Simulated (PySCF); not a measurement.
## Correlation energy of O²⁺ (oxygen, charge +2)

[He] 2s1 2p3, high-spin 5S determinant (an excited configuration). Calculation: PySCF 2.14, in aug-cc-pwCVDZ (5s4p2d, 27 functions); the non-relativistic Hamiltonian (point nucleus). Frozen: nothing; 6 electrons correlated.

MP2 pair energies summed by pair of shells (mhartree):

```tsv
pair	energy	share (%)
1s-1s	-21.51	45.5
2p-2p	-15.39	32.5
1s-2p	-5.44	11.5
2s-2p	-3.59	7.6
1s-2s	-1.39	2.9
```

Total MP2 correlation energy: -47.31 mhartree.

Same-spin part -21.87 and opposite-spin part -25.44 mhartree; SCS-MP2 scales them by 1/3 and 6/5 to -37.82 mhartree.
